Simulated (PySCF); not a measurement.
C2H5N. Atoms are numbered in the order given.

```xyz
8

C      0.1335     1.1380     0.0000
N     -0.5318    -0.1378     0.0000
C      0.1804    -1.1734     0.0000
H     -0.1866     1.7067    -0.8771
H     -0.1866     1.7067     0.8771
H      1.2309     1.0642     0.0000
H      1.2800    -1.1488     0.0000
H     -0.2986    -2.1520     0.0000
```
Charge 0, spin multiplicity 1.

Geometry: PBE0-D3(BJ)/def2-TZVP.

Computed with PBE/def2-TZVPD (PySCF).

Isolated molecule, no solvent.

Computed frontier levels, gap, dipole moment and polarisability:
```yaml
highest_occupied_level: -5.91 eV
lowest_empty_level: -1.49 eV
orbital_gap: 4.42 eV
dipole_moment: 1.40 D
quadrupole, principal values (traceless, Buckingham form, about the centre of nuclear charge): -3.23, -0.80, 4.04 D·Å
mean_static_polarisability: 37.7 bohr³ (5.58 Å³)
polarisability_principal_values: 28.0, 36.9, 48.2 bohr³
```
